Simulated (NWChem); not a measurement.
The numbers come from NWChem runs, not from measurements. System: pyrazole (C3H4N2), charge 0, spin multiplicity 1, at a geometry optimised with PBE/def2-SVP. Level: PBE/def2-TZVP.

Input file:

```
start mol
memory heap 200 mb stack 900 mb global 1100 mb
geometry units angstroms nocenter noautoz
  C     -0.064630    -1.207003     0.000000
  C     -1.134068    -0.271986     0.000000
  N     -0.693551     0.994906     0.000000
  N      0.645032     0.876037     0.000000
  C      1.082652    -0.417086     0.000000
  H     -0.116886    -2.300798     0.000000
  H     -2.213859    -0.469830     0.000000
  H      1.217754     1.720866     0.000000
  H      2.148897    -0.670385     0.000000
  symmetry group Cs
end
basis spherical
  * library def2-tzvp
end
dft
  xc xpbe96 cpbe96
  semidirect memsize 60000000 filesize 0
  iterations 100
end
task dft energy
```

Part of the output:

```
             Northwest Computational Chemistry Package (NWChem) 7.3.0
             --------------------------------------------------------

                                NWChem Input Module
                                -------------------

 Scaling coordinates for geometry "geometry" by  1.889725989
 (inverse scale =  0.529177249)

 Turning off AUTOSYM since
 SYMMETRY directive was detected!

                             Geometry "geometry" -> ""
                             -------------------------

 Output coordinates in angstroms (scale by  1.889725989 to convert to a.u.)

  No.       Tag          Charge          X              Y              Z
 ---- ---------------- ---------- -------------- -------------- --------------
    1 C                    6.0000    -0.06463000    -1.20700300     0.00000000
    2 C                    6.0000    -1.13406800    -0.27198600     0.00000000
    3 N                    7.0000    -0.69355100     0.99490600     0.00000000
    4 N                    7.0000     0.64503200     0.87603700     0.00000000
    5 C                    6.0000     1.08265200    -0.41708600     0.00000000
    6 H                    1.0000    -0.11688600    -2.30079800     0.00000000
    7 H                    1.0000    -2.21385900    -0.46983000     0.00000000
    8 H                    1.0000     1.21775400     1.72086600     0.00000000
    9 H                    1.0000     2.14889700    -0.67038500     0.00000000

 Effective nuclear repulsion energy (a.u.)     162.0477235803

            Nuclear Dipole moment (a.u.)
            ----------------------------
        X                 Y               Z
 ---------------- ---------------- ----------------
    -0.0000056692     0.0000075589     0.0000000000

      Symmetry information
      --------------------

 Group name             Cs
 Group number              2
 Group order               2
 No. of unique centers     9

      Symmetry unique atoms

     1    2    3    4    5    6    7    8    9


 Summary of "ao basis" -> "" (spherical)
 ------------------------------------------------------------------------------
[...]
    14     -0.123655  1 C  pz                39      0.066785  2 C  pz

 Vector   19  Occ=0.000000D+00  E=-2.374346D-02  Symmetry=a"
              MO Center=  2.0D-01,  1.5D-01,  1.1D-15, r^2= 2.8D+00
   Bfn.  Coefficient  Atom+Function         Bfn.  Coefficient  Atom+Function
  ----- ------------  ---------------      ----- ------------  ---------------
   138      0.482479  5 C  pz               107     -0.420791  4 N  pz
    76      0.375053  3 N  pz                70      0.282018  3 N  pz
   101     -0.273798  4 N  pz               132      0.273180  5 C  pz
   135      0.259956  5 C  pz                73      0.237643  3 N  pz
   104     -0.230444  4 N  pz                45     -0.211705  2 C  pz

 Vector   20  Occ=0.000000D+00  E= 9.198149D-03  Symmetry=a'
              MO Center=  1.5D+00,  1.5D+00,  1.8D-15, r^2= 4.5D+00
   Bfn.  Coefficient  Atom+Function         Bfn.  Coefficient  Atom+Function
  ----- ------------  ---------------      ----- ------------  ---------------
   170      1.713914  8 H  s                 98     -1.423230  4 N  s
   176      0.905037  9 H  s                106     -0.506733  4 N  py
   137      0.456345  5 C  py                 5     -0.448535  1 C  s
   136     -0.437302  5 C  px               105     -0.411003  4 N  px
   164      0.346658  7 H  s                 13     -0.295490  1 C  py

 Vector   21  Occ=0.000000D+00  E= 1.964496D-02  Symmetry=a"
              MO Center= -3.7D-01, -5.7D-01, -3.3D-15, r^2= 2.9D+00
   Bfn.  Coefficient  Atom+Function         Bfn.  Coefficient  Atom+Function
  ----- ------------  ---------------      ----- ------------  ---------------
    14      0.713815  1 C  pz                45     -0.625929  2 C  pz
   138     -0.436151  5 C  pz                 8      0.301770  1 C  pz
    76      0.301936  3 N  pz                39     -0.294861  2 C  pz
    42     -0.277167  2 C  pz                11      0.259347  1 C  pz
    70      0.176476  3 N  pz               132     -0.173773  5 C  pz

------------------------------------------------------------
EAF file 0: "./mol.aoints.0" size=524288 bytes
------------------------------------------------------------
               write      read    awrite     aread      wait
               -----      ----    ------     -----      ----
     calls:        1        11         0         0         0
   data(b): 5.24e+05  5.77e+06  0.00e+00  0.00e+00
   time(s): 0.00e+00  0.00e+00  0.00e+00  0.00e+00  0.00e+00
rate(mb/s): 0.00e+00  0.00e+00
------------------------------------------------------------

 center of mass
 --------------
 x =  -0.02855124 y =   0.04756263 z =   0.00000000

 moments of inertia (a.u.)
 ------------------
         192.897340849558           1.876643731808           0.000000000000
           1.876643731808         189.970328758423           0.000000000000
           0.000000000000           0.000000000000         382.867669607981

     Multipole analysis of the density
     ---------------------------------

     L   x y z        total         alpha         beta         nuclear
     -   - - -        -----         -----         ----         -------
     0   0 0 0     -0.000000    -18.000000    -18.000000     36.000000

     1   1 0 0      0.865120      0.432563      0.432563     -0.000006
     1   0 1 0     -0.183117     -0.091562     -0.091562      0.000008
     1   0 0 1     -0.000000     -0.000000     -0.000000      0.000000

     2   2 0 0    -18.525382    -66.524007    -66.524007    114.522632
     2   1 1 0      3.290218      0.397290      0.397290      2.495638
     2   1 0 1      0.000000      0.000000      0.000000      0.000000
     2   0 2 0    -20.356051    -66.341795    -66.341795    112.327539
     2   0 1 1      0.000000      0.000000      0.000000      0.000000
     2   0 0 2    -23.916634    -11.958317    -11.958317      0.000000

 Task  times  cpu:       21.6s     wall:       21.6s

 Total times  cpu:       21.6s     wall:       21.6s
```
